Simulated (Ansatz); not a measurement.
Ansatz (a quantum-chemistry and plane-wave program) input:

Ansatz 0.2 input:
```yaml
crystal:
  periodic: [false, false, false]
  atoms:
    - {symbol: C, position_ang: [3.03356566, 0.71320061, -0.11982009]}
    - {symbol: C, position_ang: [2.00828865, -0.33271261, 0.33359930]}
    - {symbol: C, position_ang: [0.64032362, 0.25274377, 0.51238167]}
    - {symbol: C, position_ang: [-0.47388380, -0.01171371, -0.17337540]}
    - {symbol: C, position_ang: [-0.56003100, -1.00341549, -1.30085203]}
    - {symbol: C, position_ang: [-1.76356832, 0.69655719, 0.16261474]}
    - {symbol: C, position_ang: [-2.86071932, -0.23391304, 0.69254179]}
    - {symbol: H, position_ang: [4.03398493, 0.28155499, -0.19102678]}
    - {symbol: H, position_ang: [3.07752925, 1.54824001, 0.58298325]}
    - {symbol: H, position_ang: [2.76554838, 1.11838873, -1.09735132]}
    - {symbol: H, position_ang: [2.33813594, -0.75715488, 1.28848176]}
    - {symbol: H, position_ang: [1.99321631, -1.16073429, -0.37579286]}
    - {symbol: H, position_ang: [0.57291241, 1.00457346, 1.29647777]}
    - {symbol: H, position_ang: [-1.16199058, -1.87178906, -1.01925490]}
    - {symbol: H, position_ang: [0.41413952, -1.36679313, -1.61971147]}
    - {symbol: H, position_ang: [-1.05122678, -0.55047675, -2.16722678]}
    - {symbol: H, position_ang: [-1.56288942, 1.47422585, 0.90253349]}
    - {symbol: H, position_ang: [-2.13714497, 1.20473963, -0.73433519]}
    - {symbol: H, position_ang: [-3.14629054, -0.98411949, -0.04641151]}
    - {symbol: H, position_ang: [-3.75757099, 0.33278748, 0.94941289]}
    - {symbol: H, position_ang: [-2.52220639, -0.75792310, 1.58868203]}
basis:
  gaussian:
    orbitals: def2-TZVPD
hamiltonian:
  xc: {name: B2PLYP}
total_charge: 1
magnetization: {spin_polarized: true, initial_magnetization: 1}
correlation: {electrons: outside_noble_gas}
```

Q: What final total energy does it print?

A: -274.66586 Eh (B2PLYP/def2-TZVPD). The basis has 385 functions.

This state (charge 1, doublet) is run at the relaxed geometry of the species with charge 0 and multiplicity 1.
